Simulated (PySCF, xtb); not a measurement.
GeFCl2Br, SMILES [Br][Ge]([Cl])([F])[Cl].

Harmonic wavenumbers (cm⁻¹) from xtb with GFN2-xTB at its own minimum, in rising order: 94, 100, 122, 149, 157, 260, 352, 380, 430.

### Question
What does PBE0-D3(BJ)/def2-SVP (PySCF) give at its own minimum? (An estimate is asked for; the answer gives what the named calculation found.)

### Answer
111, 122, 158, 197, 209, 324, 444, 476, 747. Paired by order, the mean absolute difference is 83 cm⁻¹ and the zero-point energies are 2.9 and 4.0 kcal/mol.
